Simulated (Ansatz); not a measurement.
All numbers were calculated with Ansatz.

A structure relaxed at PBE0-D4/def2-TZVP, charge 0, multiplicity 1:

```
atom   x (Å)   y (Å)   z (Å)
  C1   0.214   0.861   1.338
  C2  -0.854  -0.121   0.879
  B3  -0.776  -0.670  -0.568
  C4   0.404  -0.287  -1.537
  O5   0.290   0.711  -2.210
  O6   1.492  -1.066  -1.576
  H7   0.077   1.151   2.382
  H8   0.195   1.771   0.735
  H9   1.214   0.430   1.244
 H10  -1.865   0.276   1.046
 H11  -0.845  -1.031   1.505
 H12  -1.649  -1.353  -1.018
 H13   2.103  -0.672  -2.219
```

**Question.** Give its formula and SMILES.

**Answer.** C3H7BO2, `CCBC(=O)O`.

**Question.** Point group (tolerance 0.08 Å, 0.16 Å for H)?

**Answer.** C1.

**Question.** Summarise the bond lengths by kind.

**Answer.** 1 × C–C 1.522 Å; 5 × C–H 1.092 to 1.104 Å; 2 × B–C 1.551 to 1.574 Å; 1 × B–H 1.196 Å; 2 × C–O 1.209 to 1.339 Å; 1 × H–O 0.971 Å.
